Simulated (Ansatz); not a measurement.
`S[SiH]1CN1` + `[SH][SnH2][SH]` → `C1N[SiH2]1` + `[SH][SnH]([SH])[SH]`  (redistribution)

Calculated with Ansatz (gas phase, PBE0-D4/def2-TZVP geometries, no zero-point term in ΔE). CBS: MP2 limit from def2 TZ/QZ plus the TZ coupled-cluster correction, frozen cores. Functionals use def2-TZVPP. Elements past krypton have def2 core potentials. For Sn outer-core shells are correlated without core-valence functions, which leaves a few kJ/mol of doubt a bond. Each species was taken in one conformer, which may not be the lowest.

(1) Is it downhill or uphill in electronic energy at CCSD(T)/CBS, and by how much? (Estimate.)

(2) What do these levels give: BLYP-D4, ωB97M-V, LC-ωPBE, RPA@PBE/def2-TZVPP, HF/def2-SVP, SCS-MP2/def2-TZVPP? (Best estimate.)

Largest T1 diagnostic among the species: 0.012.

## Answers

(1) Ansatz gave: Downhill: ΔE = -4.1 kJ/mol.

(2) Computed: BLYP-D4 -5.2, ωB97M-V 1.4, LC-ωPBE 7.0, RPA@PBE/def2-TZVPP -0.4, HF/def2-SVP -2.3, SCS-MP2/def2-TZVPP -1.5 kJ/mol.

Leaving LDA and LC-ωPBE aside and taking each functional with its dispersion term where it has one, the values, not all of them listed here, spread over 11.8 kJ/mol, from BLYP-D4 to B97M-V. LDA lies +4.4 kJ/mol from PBE without D4. From BLYP to BHLYP (50 % exact exchange), in def2-TZVPP and without D4, ΔE moves by +4.1 kJ/mol.
